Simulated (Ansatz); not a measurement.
Species: sum formula HSO3, charge 0, multiplicity 2. It need not be the lowest isomer of its formula. 
Geometry from a B3LYP-D3(BJ)/def2-TZVP (Ansatz, a program for electronic structure) optimisation:
SMILES: [O][SH](=O)=O
```xyz
5

O     -0.9082    -0.6011    -0.8965
S     -0.0868    -0.0670     0.1818
O     -0.1101     1.3892     0.2183
O      1.2716    -0.5925     0.1475
H     -0.6381    -0.4927     1.3365
```
Charge 0, spin multiplicity 2.

Total electronic energies in hartree. Correlated levels leave the core frozen unless marked. Open shells are spin-unrestricted. Spin-orbit coupling is left out. Non-relativistic.  The program attaches cautions to a run behind CCSD(T)/STO-3G: other roots.

The UHF reference is spin-contaminated (<S^2> 0.11 over the pure value in the largest basis). The Hartree-Fock reference is unstable (checked in the largest basis), which strains HF and MP2. 

```csv
level,program,energy (Eh)
HF/cc-pV(Q+d)Z,Ansatz,[?]
SVWN5/def2-TZVPD,Ansatz,-621.56307
r2SCANh-D4/def2-TZVPD,Ansatz + dftd4,-624.34537
r2SCAN0-D4/def2-TZVPD,Ansatz + dftd4,-624.31088
HSE06/def2-TZVPD,Ansatz,[?]
CAM-B3LYP-D4/def2-TZVPD,Ansatz + dftd4,-624.42553
CAM-B3LYP/def2-TZVPD,Ansatz,-624.42277
LC-wPBE-D4/def2-TZVPD,Ansatz + dftd4,-624.23416
B2GP-PLYP-D3(BJ)/def2-TZVPD,Ansatz + dftd3,[?]
RI-MP2/cc-pV(Q+d)Z,Ansatz,-623.65186
CCSD/aug-cc-pV(D+d)Z,Ansatz,-623.34597
CCSD/cc-pV(T+d)Z,Ansatz,-623.57758
CCSD(T)/STO-3G,Ansatz,-614.92494
CCSD(T)/cc-pV(D+d)Z,Ansatz,-623.28837
```

Fill in the missing entries.


- HF/cc-pV(Q+d)Z, energy (Eh): -622.71401
- HSE06/def2-TZVPD, energy (Eh): -624.09771
- B2GP-PLYP-D3(BJ)/def2-TZVPD, energy (Eh): -624.13409
